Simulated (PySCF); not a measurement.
## Ca3: fields on a plane

These are results of PySCF, PBE0, basis Ca def2-TZVP (no relativity, density fitting), not measurements.

The singlet minimum has Ca–Ca 3.914 Å (×3); Ca–Ca–Ca 60.0° (×3).

The plane holds Ca1 at (0.00, 0.00), Ca2 at (3.91, 0.00), Ca3 at (1.96, 3.39) Å. Columns run from x = -1.95 to 6.15 Å, rows from y = 5.55 (top) to -1.95 Å, in steps of 0.3 Å. Other isomers or separated fragments may lie lower.

Give the electron density (e/Å³) (cut at 5 e/Å³). Every second row and column.


```
0.00 0.00 0.00 0.00 0.01 0.01 0.02 0.02 0.01 0.01 0.00 0.00 0.00 0.00
0.00 0.00 0.00 0.01 0.02 0.03 0.04 0.04 0.03 0.02 0.01 0.00 0.00 0.00
0.00 0.00 0.01 0.01 0.03 0.07 0.32 0.33 0.07 0.03 0.01 0.01 0.00 0.00
0.00 0.00 0.01 0.02 0.04 0.38 5.00 5.00 0.41 0.04 0.02 0.01 0.00 0.00
0.00 0.01 0.01 0.03 0.05 0.47 5.00 5.00 0.51 0.05 0.03 0.01 0.01 0.00
0.00 0.01 0.02 0.04 0.06 0.12 0.61 0.63 0.13 0.06 0.04 0.02 0.01 0.00
0.01 0.02 0.03 0.05 0.06 0.07 0.07 0.07 0.07 0.06 0.05 0.03 0.02 0.01
0.01 0.02 0.05 0.08 0.08 0.07 0.06 0.06 0.07 0.08 0.08 0.05 0.03 0.01
0.02 0.04 0.23 1.30 0.69 0.10 0.06 0.06 0.10 0.66 1.32 0.25 0.04 0.02
0.02 0.06 1.33 5.00 4.98 0.25 0.07 0.07 0.23 4.79 5.00 1.44 0.07 0.02
0.02 0.05 0.70 5.00 2.61 0.17 0.07 0.07 0.16 2.48 5.00 0.75 0.06 0.02
0.01 0.03 0.08 0.24 0.15 0.06 0.05 0.05 0.06 0.15 0.24 0.08 0.03 0.01
0.01 0.02 0.03 0.03 0.03 0.03 0.03 0.03 0.03 0.03 0.03 0.03 0.02 0.01
```

Give the electron localisation function (set to 0 where the density is under 0.005 e/Å³). Lower edges of the bins: '0' 0.000, '1' 0.094, '2' 0.187, '3' 0.281, '4' 0.375, '5' 0.469, '6' 0.562, '7' 0.656, '8' 0.750, '9' 0.843; top 0.94.


```
0000000799999999999700000000
0000006899876667899860000000
0000008987421112478980000000
0000068863100000136886000000
0000478731014542013687400000
0000577510279997201577500000
0003577410597179501477530000
0004677410691219601477640000
0025788610592529501688753000
0046789830289898203798764000
0357899972026762126999875300
0578899996200110269999887530
5678889998631113689998887750
7776555678765446787655567775
8753111113565556531111125787
8620012210145554201221002588
8410278872025552026887301479
7201797796114651169779710279
7203878878215751288787930279
7203878878216861288787830279
8301797797117972169779710379
9510378872038983027887301489
9731013310169996101231013799
9963100001489998410000136999
9997422224789998742222479998
8999876667888888876667899980
```
